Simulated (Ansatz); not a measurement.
`NC1=[CH][GeH2][O]1`, charge 0, multiplicity 1.

(1) Give a relaxed structure at PBE0-D4/def2-TZVP (Ansatz). (Estimate.)

Answers

(1) Ansatz gave: 
Z-matrix (Å, degrees):
```
Ge
O 1 1.879
C 1 2.268 2 36.6
C 1 1.894 2 73.5 3 -0.4
H 1 1.539 2 109.5 3 119.2
H 1 1.539 2 109.7 3 -119.8
N 3 1.357 1 170.9 2 15.1
H 4 1.076 1 142.9 2 178.8
H 7 1.006 3 115.7 1 -34.3
H 7 1.004 3 117.3 1 -177.2
```
This is one stationary point; other conformers may exist.
